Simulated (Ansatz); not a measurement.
CH9BNPSi, one more setting.

```yaml
crystal:
  periodic: [false, false, false]
  atoms:
    - {symbol: B, position_ang: [-1.020405, 0.288111, 1.135827]}
    - {symbol: Si, position_ang: [0.010535, -0.770548, -0.142462]}
    - {symbol: C, position_ang: [1.451523, -1.885527, 0.283853]}
    - {symbol: P, position_ang: [0.047307, 1.700598, 0.277787]}
    - {symbol: N, position_ang: [-0.969152, 2.202277, -0.945683]}
    - {symbol: H, position_ang: [-2.186506, 0.470806, 0.909375]}
    - {symbol: H, position_ang: [-0.676032, 0.126392, 2.276171]}
    - {symbol: H, position_ang: [-0.403941, -0.907261, -1.567304]}
    - {symbol: H, position_ang: [1.934645, -1.534827, 1.198165]}
    - {symbol: H, position_ang: [2.192113, -1.944961, -0.514581]}
    - {symbol: H, position_ang: [1.072020, -2.892890, 0.480087]}
    - {symbol: H, position_ang: [0.970424, 0.635096, -0.513119]}
    - {symbol: H, position_ang: [-1.808558, 1.688919, -1.165946]}
    - {symbol: H, position_ang: [-0.626975, 2.794617, -1.683470]}
basis:
  gaussian: {orbitals: ANO-RCC-VTZP, fitting: {mean_field: cc-pVTZ-jkfit}, point_charges: [{charge: 1.00, position_ang: [6.953, -0.816, -0.794]}]}
hamiltonian: {xc: {name: r2SCAN}}
scf: {lower_state_search: full}
output: {forces: true}
```

```sh
$ ansatz run in.yaml --threads 4 --pin off --events-out ev --progress --plain --max-ram 10444MiB
```

Output, abridged:

```
Functional definition: r2SCAN
749 factors; integrals over basis functions are off by at most 4.4e-1 eV
mean field evaluation 1: about -20539.1508 eV, gradient 8.5e1 eV
mean field evaluation 2: about -20539.1497 eV, gradient 8.5e1 eV
mean field evaluation 4: about -20553.1787 eV, gradient 2.8e1 eV
mean field evaluation 8: about -20555.2871 eV, gradient 3.2e-1 eV
mean field evaluation 16: about -20555.2910 eV, gradient 2.3e-4 eV
mean field -20555.29098511 eV, -755.3930108262 hartree, gradient 3.9e-5 eV, S^2 0.000000; 0 other end points of the search recorded, 0 dependent functions left out
reference -20555.29100960 eV, -755.3930117261 hartree; 28, 28 occupied and 256, 256 virtual orbitals, 749 factors
Total energy: -20555.29100960 eV, -755.3930117261 hartree
Relativity: scalar
Atom 0 at    -1.020405     0.288111     1.135827 Å, force    -0.023924    -0.037116     0.108769 eV/Å
Atom 1 at     0.010535    -0.770548    -0.142462 Å, force    -0.228964     0.086642    -0.083683 eV/Å
Atom 2 at     1.451523    -1.885527     0.283853 Å, force     0.148339    -0.102296     0.075902 eV/Å
Atom 3 at     0.047307     1.700598     0.277787 Å, force    -0.037826     0.127364     0.106257 eV/Å
Atom 4 at    -0.969152     2.202277    -0.945683 Å, force     0.014566     0.042976    -0.053252 eV/Å
Atom 5 at    -2.186506     0.470806     0.909375 Å, force     0.090067    -0.008032     0.002057 eV/Å
Atom 6 at    -0.676032     0.126392     2.276171 Å, force    -0.001696     0.004352    -0.050280 eV/Å
Atom 7 at    -0.403941    -0.907261    -1.567304 Å, force     0.049196    -0.017209     0.001919 eV/Å
Atom 8 at     1.934645    -1.534827     1.198165 Å, force    -0.037014    -0.021789     0.014344 eV/Å
Atom 9 at     2.192113    -1.944961    -0.514581 Å, force    -0.008821    -0.040452    -0.039590 eV/Å
Atom 10 at     1.072020    -2.892890     0.480087 Å, force     0.051777     0.031276    -0.004763 eV/Å
Atom 11 at     0.970424     0.635096    -0.513119 Å, force     0.075476    -0.115186    -0.049583 eV/Å
Atom 12 at    -1.808558     1.688919    -1.165946 Å, force    -0.056344     0.010164    -0.009282 eV/Å
Atom 13 at    -0.626975     2.794617    -1.683470 Å, force    -0.028463     0.034871    -0.030585 eV/Å
Dipole moment:    -0.033309     0.005062    -0.524531 e Å
```

Hardware: 4 threads of an Arm Neoverse V2 on a shared host. Wall time 12 s, peak host memory 0.62 GiB.
